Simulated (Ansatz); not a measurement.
Task: Name a neutral molecule of B, C, O, Si and H with size of the dipole moment (ωB97M-V/def2-TZVPP) between 2.70 and 3.00 D and HOMO–LUMO gap (PBE0/def2-TZVPP) between 5.95 and 6.25 eV (Ansatz, PBE0-D4/def2-TZVP geometry).

Result: `B/C=C/O[SiH3]` (2.75 D, 5.99 eV); `B[SiH2]/C=C/O` (2.70 D, 6.10 eV). Other molecules can fit too; these were computed, each in one conformer that needn't be the lowest.
